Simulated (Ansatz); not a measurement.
Which is lower?

Two relaxed structures of CHNTe, singlet (PBE0-D4/def2-TZVP; forces vanish, vibrations not checked).

A:

```
4
angstrom
C -0.3874 0.0842 0.0164
N 0.3146 0.6840 -0.7743
Te 1.4967 -0.8065 0.4235
H -1.4239 0.0383 0.3344
```

B:

C1  (0.489, 0.058, -0.191)
N2  (-0.383, 0.805, -0.303)
Te3  (2.038, -1.257, -0.106)
H4  (1.925, -1.347, 1.545)
(Å)

Ansatz 0.2.0; basis: def2-TZVPP; cores frozen in the correlated methods. Filled d shells of the heavier atoms are correlated. Core potentials replace the inner electrons of the atoms past krypton. The def2 sets are not built for correlating such inner shells, so the correlated values are less sure here. B3LYP uses VWN-RPA correlation.

(1) Which structure is lower at CCSD(T), and by how much? (An estimate is asked for; the value comes from the calculation.)

The T1 diagnostic stays at or below 0.015. The restricted Hartree–Fock reference is unstable towards an unrestricted one at one or more of these structures.

Results:

(1) By the calculation: B, by 1.036 eV (electronic energy, against the other). By their contacts, A is CHNTe ([CH]1[N][Te]1) and B is CHNTe ([N][C][TeH]).

All methods give the same order:

```
   method  E(B) − E(A) (eV)
   PBE-D4            -0.779
r2SCAN-D4            -0.873
  PBE0-D4            -0.894
 B3LYP-D4            -0.948
  wB97M-V            -1.034
       HF            -1.446
      MP2            -0.939
     CCSD            -1.155
  CCSD(T)            -1.036
```

Labels in which every atom is bracketed show which atoms are joined, not bond orders.

For scale, one of the runs: CCSD(T)/def2-TZVPP, 126 basis functions, launched by `ansatz run in.yaml --threads 2 --pin off --events-out ev --progress --plain --max-ram 4352MiB`. The run took 15 s on 2 CPU threads of an Arm Neoverse V2 (shared host), with 0.71 GiB of host memory at its peak.
